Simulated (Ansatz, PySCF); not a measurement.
Members of the series nitrenes, diatomics and small unsaturated species; each row names its spin state. All species are isolated molecules in the gas phase. One relaxed conformer stands for each flexible species; it need not be the lowest. Strings in code marks are SMILES.

Quantity: adiabatic spin-state energy, in kJ/mol. HF references are unrestricted for open shells and restricted for singlets. The restricted reference of `[AlH]`, `[B]Cl` and `[SiH+]` is unstable towards unrestricted orbitals.

Level 1: frozen-core CCSDT(Q)/cc-pVTZ // B3LYP-D3(BJ)/def2-TZVP (Ansatz, a program for electronic structure)
Level 2: B3LYP-D3(BJ)/def2-TZVP (PySCF)
Level 3: CAM-B3LYP/cc-pVTZ // B3LYP-D3(BJ)/def2-TZVP (Ansatz)
Level 4: PBE-D3(BJ)/def2-TZVP // B3LYP-D3(BJ)/def2-TZVP (PySCF)

| species | level 1 | level 2 | level 3 | level 4 |
|---|---|---|---|---|
| `[AlH]`: multiplicity 3 minus multiplicity 1 | 180.9 | 183.2 | 181.5 | 163.9 |
| `[SiH+]`: multiplicity 3 minus multiplicity 1 | 216.4 | ___ | ___ | ___ |
| `[Al][Cl]`: multiplicity 3 minus multiplicity 1 | ___ | 293.6 | 294.0 | 276.3 |
| `[B]F`: multiplicity 3 minus multiplicity 1 | 350.4 | ___ | 333.9 | 312.2 |
| `[B]Cl`: multiplicity 3 minus multiplicity 1 | 245.2 | 224.8 | 224.5 | 211.6 |

**Question.** What belongs in the gaps?

**Answer.** 
- `[SiH+]`: multiplicity 3 minus multiplicity 1, level 2: 211.4
- `[SiH+]`: multiplicity 3 minus multiplicity 1, level 3: 208.6
- `[SiH+]`: multiplicity 3 minus multiplicity 1, level 4: 193.5
- `[Al][Cl]`: multiplicity 3 minus multiplicity 1, level 1: 286.8
- `[B]F`: multiplicity 3 minus multiplicity 1, level 2: 329.8
